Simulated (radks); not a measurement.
The numbers below are computed, except where a source is named.
Pd, configuration [Kr] 4d9 5s0.5 5p0.5 (fractional occupations, a model configuration). Code: a radial shooting solver on a logarithmic mesh with Libxc functionals. Model: non-relativistic Kohn-Sham, LDA (Slater exchange, Perdew-Wang correlation), spin-unpolarised, spherical densities, point nucleus; relativity is left out, which matters for an element this heavy.

Unscreened Slater integrals over Kohn-Sham orbitals (hartree).

F0(5p,5p): 0.18319
F2(5p,5p): 0.091613
F0(5p,5s): 0.21582
G1(5p,5s): 0.12404
F0(5p,4d): 0.24211
F2(5p,4d): 0.050781
G1(5p,4d): 0.022294
G3(5p,4d): 0.016679
F0(5p,4p): 0.24634
F2(5p,4p): 0.032869
G0(5p,4p): 0.0052984
G2(5p,4p): 0.0065217
F0(5s,5s): 0.27571
F0(5s,4d): 0.34393
G2(5s,4d): 0.053962
F0(5s,4p): 0.35607
G1(5s,4p): 0.017611
F0(4d,4d): 0.62247
F2(4d,4d): 0.30149
F4(4d,4d): 0.19448
F0(4d,4p): 0.71558
F2(4d,4p): 0.34414
G1(4d,4p): 0.43119
G3(4d,4p): 0.26160
F0(4p,4p): 0.85580
F2(4p,4p): 0.44707

Derived for the open shells (J is the average intra-shell exchange parameter used in DFT+U). 4d: Racah B = F2/49 - 5 F4/441 = 0.003948 hartree, C = 35 F4/441 = 0.01543 hartree, C/B = 3.91, F4/F2 = 0.645, J = (F2 + F4)/14 = 0.03543 hartree. 5p: J = F2/5 = 0.01832 hartree.
